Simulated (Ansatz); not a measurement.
`F[SiH2]C[SiH](F)F` + `[SiH3]N[SiH3]` → `F[SiH2]N([SiH3])[SiH3]` + `C[SiH](F)F` at 600 K and 1 bar (ligand exchange at the Si–C bond).

Calculated with Ansatz (gas phase, PBE0-D4/def2-TZVP geometries, no zero-point term in ΔE). CCSD(T)/CBS is the MP2 limit (def2-TZVPP, def2-QZVPP) plus CCSD(T) − MP2 in def2-TZVPP, frozen cores. This one scheme is used for every species. Each species was taken in one conformer, which may not be the lowest.

| species | CCSD(T)/CBS energy (Eh) | H − E (kJ/mol) | S (J/(mol·K)) |
| --- | --- | --- | --- |
| `F[SiH2]C[SiH](F)F` | -918.82142 | 235.0 | 497.5 |
| `[SiH3]N[SiH3]` | -637.10515 | 230.1 | 420.5 |
| `F[SiH2]N([SiH3])[SiH3]` | -1026.67748 | 282.7 | 515.0 |
| `C[SiH](F)F` | -529.27654 | 182.8 | 377.1 |

H − E and S are ideal-gas, rigid-rotor, harmonic terms from PBE0-D4/def2-TZVP, for one conformer and one mirror image of each species. 1 Eh = 2625.50 kJ/mol, R = 8.31446 J/(mol·K).

By hand: ΔE, ΔH, ΔS and ΔG.

ΔE = (-1026.67748) + (-529.27654) − (-918.82142) − (-637.10515) = -0.02745 Eh = -72.1 kJ/mol. Δ(H − E) = 282.7 + 182.8 − 235.0 − 230.1 = 0.4, so ΔH = -71.7 kJ/mol. ΔS = 515.0 + 377.1 − 497.5 − 420.5 = -25.9 J/(mol·K). ΔG = -71.7 − 600 × (-25.9)/1000 = -56.2 kJ/mol.

By hand: the equilibrium constant, and the temperature at which ΔG would vanish if ΔH and ΔS stayed fixed.

log₁₀ K = −ΔG/(RT ln 10) = 4.9. ΔG = 0 at ΔH/ΔS = 2768 K, far beyond where these terms or the molecules hold.

ΔH outweighs TΔS. A doubt of 5 kJ/mol in ΔE shifts log₁₀ K by 0.4 here. Other conformers and mirror images would add mixing entropy, several J/(mol·K) or more a flexible species. Modes under 60 cm⁻¹, often nearly free rotors, make the harmonic entropy too high. These are equilibria of isolated gas molecules and say nothing of rates. Largest T1 diagnostic: 0.012 (customary marks: 0.02 for closed shells, 0.045 for open ones).
